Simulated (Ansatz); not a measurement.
`C[Si]1(C)C[SiH2]1` at its PBE0-D4/def2-TZVP geometry, where that method's forces vanish. The species carries charge 0 and has multiplicity 1.

```xyz
15

C    -1.2012    1.0799    0.8410
Si   -0.0520   -0.1082   -0.0097
C    -0.4850   -1.9050    0.2231
C     1.7190    0.3227   -0.1195
Si    1.2812    0.7113   -1.9950
H    -1.2039    0.8935    1.9187
H    -2.2247    0.9698    0.4760
H    -0.8804    2.1078    0.6654
H    -0.3309   -2.1979    1.2653
H     0.1520   -2.5334   -0.4030
H    -1.5272   -2.1033   -0.0367
H     2.4263   -0.4961   -0.0063
H     2.0243    1.1973    0.4508
H    -0.2999    0.0233   -1.6160
H     0.6026    2.0382   -1.6540
```

(1) What forces (eV/Å) does PBE-D4/def2-TZVPP give on these atoms in the Gaussian-basis code of Ansatz? (An estimate is asked.)

Answers

(1) Ansatz gave: 
```
C1   0.010 -0.009  0.000
Si2 -0.042  0.014  0.074
C3   0.000  0.012 -0.019
C4   0.066  0.013  0.032
Si5  0.066 -0.097 -0.268
H6  -0.009 -0.029  0.205
H7  -0.195 -0.013 -0.064
H8   0.056  0.193 -0.032
H9   0.029 -0.056  0.192
H10  0.116 -0.126 -0.115
H11 -0.196 -0.047 -0.048
H12  0.141 -0.150  0.026
H13  0.066  0.159  0.116
H14 -0.031 -0.008 -0.142
H15 -0.077  0.144  0.042
```
